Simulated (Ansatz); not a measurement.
`F[SiH2][SiH2]Cl`, relaxed with RKS PBE0-D4/def2-TZVP in Ansatz 0.2.0 from a GFN2-xTB geometry. The force threshold is 0.005 eV/Å; the program also tests the step.

The species carries charge 0 and has multiplicity 1.

Start:

```xyz
8

F    -1.391    0.776    1.582
Si   -0.257   -0.270    1.108
Si    0.220    0.282   -1.080
Cl    1.746   -0.879   -1.743
H     0.806   -0.073    2.089
H    -0.889   -1.566    1.335
H     0.654    1.669   -1.277
H    -0.889    0.061   -2.013
```

Task: By how much does the energy fall, and how many steps does the optimiser take? (Best estimate.)

Result: Ansatz gave: 12.90 kJ/mol, in 11 steps, 2 of them rejected.

Task: Which bonds change most? (An estimate is asked.)

Result: Computed: Si2–Si3 from 2.306 to 2.345 Å; Si3–Cl4 from 2.029 to 2.065 Å; Si2–H5 from 1.460 to 1.485 Å; Si2–H6 from 1.460 to 1.485 Å.

Task: Give the relaxed structure. (Best estimate.)

Result: Computed: 
```xyz
8

F    -1.486    0.746    1.660
Si   -0.314   -0.213    1.126
Si    0.206    0.312   -1.099
Cl    1.715   -1.001   -1.615
H     0.878   -0.018    1.990
H    -0.781   -1.618    1.226
H     0.717    1.695   -1.263
H    -0.934    0.096   -2.025
```
